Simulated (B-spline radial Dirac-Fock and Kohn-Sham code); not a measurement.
Z = 49 (indium), transition energy 36.7 keV. Model: a Dirac-Hartree-Slater potential of the neutral atom with a Latter tail (no hole, which puts coefficients of high multipoles low close above an edge), finite nucleus with surface currents. Program: a radial B-spline solver. Subshells that would emit electrons below 1 keV are left out.

Problem. A pure transition shows α(K) = 293, L1/L2 = 0.00537 and L1/L3 = 0.00396. What is its multipolarity?
A. M3
B. M1
C. E4
D. M2
E. E1
F. M4
G. E2
H. E3

Solution. C. For comparison, α(K), L1/L2, L1/L3 are E1 2.39, 3.95, 2.52; E2 17.0, 0.117, 0.0807; E3 74.3, 0.00479, 0.00346; M1 8.11, 12.8, 47.7; M2 183, 9.93, 3.11; M3 1480, 7.08, 0.551; M4 8600, 5.36, 0.230.

Values without a named source are computed, but for edge energies of neutral atoms, which are taken from tables.
